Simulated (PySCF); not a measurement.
LiCl, SMILES [Li][Cl].

Geometry optimised at PBE0-D3(BJ)/def2-TZVPD.

Method: TDDFT-B3LYP/def2-TZVPD (PySCF).

Vertical excitations; the highest root listed may be one member of a degenerate set. Isolated molecule, no solvent. State labels are in the subgroup C2v.

Q: Give excitation energies, oscillator strengths and character. (The exact figures need the calculation; the answer reports its results.)

A: 
| state | symmetry | energy (eV) | λ (nm) | f | main pairs |
|---|---|---|---|---|---|
| S1 | B1 | 4.35 | 285 | 0.023 | HOMO−1→LUMO (degenerate set) |
| S2 | B2 | 4.35 | 285 | 0.023 | HOMO→LUMO (degenerate set) |
| S3 | A1 | 5.05 | 246 | 0.022 | HOMO−2→LUMO 99 % |
| S4 | A2 | 6.00 | 207 | 0.000 | HOMO→LUMO+1 49 %, HOMO−1→LUMO+2 49 % |
| S5 | A1 | 6.01 | 206 | 0.000 | HOMO→LUMO+2 49 %, HOMO−1→LUMO+1 49 % |
| S6 | A2 | 6.06 | 205 | 0.000 | HOMO−1→LUMO+2 49 %, HOMO→LUMO+1 49 % |
| S7 | A1 | 6.39 | 194 | 0.093 | HOMO−1→LUMO+1 49 %, HOMO→LUMO+2 49 % |
| S8 | B1 | 6.68 | 186 | 0.003 | HOMO−2→LUMO+1, HOMO−1→LUMO+3 (degenerate set) |
| S9 | B2 | 6.68 | 186 | 0.003 | HOMO−2→LUMO+2, HOMO→LUMO+3 (degenerate set) |
| S10 | B2 | 6.73 | 184 | 0.101 | HOMO→LUMO+3 59 %, HOMO−2→LUMO+2 39 % |
| T1 | B2 | 4.34 | 286 | 0 | HOMO→LUMO (degenerate set) |
| T2 | B1 | 4.34 | 286 | 0 | HOMO−1→LUMO (degenerate set) |
| T3 | A1 | 4.92 | 252 | 0 | HOMO−2→LUMO 99 % |
| T4 | A1 | 5.90 | 210 | 0 | HOMO−1→LUMO+1 48 %, HOMO→LUMO+2 48 % |
Triplets are in the Tamm–Dancoff approximation, which puts them higher than full response would, so one can lie above its singlet here.
